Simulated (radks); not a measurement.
Results of a calculation; reference values are marked as such.
Species: neutral scandium. Configuration: [Ar] 3d1 4s2. Code: a radial shooting solver on a logarithmic mesh with Libxc functionals. Model: Dirac Kohn-Sham, LDA (Slater exchange, Perdew-Wang correlation), spin-unpolarised, spherical densities, point nucleus; open shells fill j = l - 1/2 first.

Unscreened Slater integrals over Kohn-Sham orbitals (eV). Large and small components are both included. Empty in this configuration: 3d5/2.

F0(3d3/2,3d3/2): 13.964
F2(3d3/2,3d3/2): 6.1050
F0(3d3/2,4s1/2): 8.1457
G2(3d3/2,4s1/2): 1.6120
F0(3d3/2,3p3/2): 16.719
F2(3d3/2,3p3/2): 7.4546
G1(3d3/2,3p3/2): 9.2359
G3(3d3/2,3p3/2): 5.4745
F0(3d3/2,3p1/2): 16.763
G1(3d3/2,3p1/2): 9.2448
F0(3d3/2,3d5/2): 13.940
F2(3d3/2,3d5/2): 6.0936
G2(3d3/2,3d5/2): 6.0917
G4(3d3/2,3d5/2): 3.7270
F0(4s1/2,4s1/2): 6.6657
F0(4s1/2,3p3/2): 8.6260
G1(4s1/2,3p3/2): 0.52291
F0(4s1/2,3p1/2): 8.6312
G1(4s1/2,3p1/2): 0.51753
F0(4s1/2,3d5/2): 8.1406
G2(4s1/2,3d5/2): 1.6199
F0(3p3/2,3p3/2): 20.983
F2(3p3/2,3p3/2): 10.478
F0(3p3/2,3p1/2): 21.057
G2(3p3/2,3p1/2): 10.511
F0(3p3/2,3d5/2): 16.684
F2(3p3/2,3d5/2): 7.4331
G1(3p3/2,3d5/2): 9.2081
G3(3p3/2,3d5/2): 5.4576
F0(3p1/2,3p1/2): 21.132
F0(3p1/2,3d5/2): 16.728
G3(3p1/2,3d5/2): 5.4589
F0(3d5/2,3d5/2): 13.916
F2(3d5/2,3d5/2): 6.0823
F4(3d5/2,3d5/2): 3.7210
